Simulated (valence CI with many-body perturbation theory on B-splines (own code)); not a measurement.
## Level structure of Ga XI

Level of theory: relativistic CI+MBPT: three valence electrons over a frozen Dirac-Fock core [Ar], a basis of 9 s, 9 p, 10 d, 8 f, 5 g, 3 h, 1 i functions for each j, with the one-electron correlation potential Σ1 (screened to all orders), the two-electron term Σ2, the three-electron term Σ3, Breit, model QED; selected single and double excitations, second order for the rest, scaled by the run's own slope (own B-spline code, finite nucleus).

No measured levels were compared; by estimate terms of the open shell hold to 2 to 4 % of their energy, and close levels can change places. Core correlation moves these levels by up to 3300 cm⁻¹, and in measured spectra 5 to 20 % of such shifts remained as error; rates that hang on mixing are uncertain with them. Only levels of the ground parity were solved; by the run's estimate the other parity begins above the list, which can be wrong where configurations are misplaced.

Levels 1 to 19 of 19, with energies above the lowest level, 3d3 4F_3/2. "Leading %" is the weight of the configuration and term that name the level; weights of strongly mixed levels are sums over their largest components and can fall short. Lifetimes count E1, E2, E3, M1 and M2 decay at the calculated energies, and are blank where another channel may lead or the interval is too uncertain; long ones can be off by a factor of two.

```
No.  Configuration  Term     J  E (cm⁻¹)  Leading %      g  Lifetime  Second component
  1            3d3    4F   3/2       0.0         99  0.402                            
  2            3d3    4F   5/2      2048        100  1.028    2.71 s                  
  3            3d3    4F   7/2      4599        100  1.236    1.39 s                  
  4            3d3    4F   9/2      7466         98  1.330    1.58 s                  
  5            3d3    4P   1/2     31007         96  2.581    4.61 s        4 % 3d3 2P
  6            3d3    4P   3/2     31179         88  1.676    935 ms       10 % 3d3 2P
  7            3d3    2G   7/2     33949         99  0.890   92.0 ms                  
  8            3d3    4P   5/2     34374         99  1.596    1.14 s                  
  9            3d3    2G   9/2     35941         87  1.089   61.7 ms       12 % 3d3 2H
 10            3d3    2D   3/2     42841         53  1.083   32.3 ms       37 % 3d3 2P
 11            3d3    2P   1/2     44426         95  0.754    118 ms        4 % 3d3 4P
 12            3d3    2H   9/2     47101         88  0.932    113 ms       12 % 3d3 2G
 13            3d3    2H  11/2     48055        100  1.090    367 ms                  
 14            3d3    2D   5/2     49311         98  1.202   37.2 ms                  
 15            3d3    2P   3/2     51068         53  1.102   35.4 ms       44 % 3d3 2D
 16            3d3    2F   7/2     74765        100  1.141   65.9 ms                  
 17            3d3    2F   5/2     75935         99  0.859   94.9 ms                  
 18            3d3    2D   5/2    116350         99  1.198   10.1 ms                  
 19            3d3    2D   3/2    117410        100  0.799
```

Names give the largest LS component (configuration and term), which can be under half, so a name can repeat, a term be missing and a line seem to break the LS rules; names also repeat where a configuration has a term twice.

The ionisation energy to 3d2 3F_2 of the next ion comes out as 280.6 eV (NIST: 280 ± 2.4 eV (theoretical)). All 19 levels together are meant to be complete up to 122100 cm⁻¹.
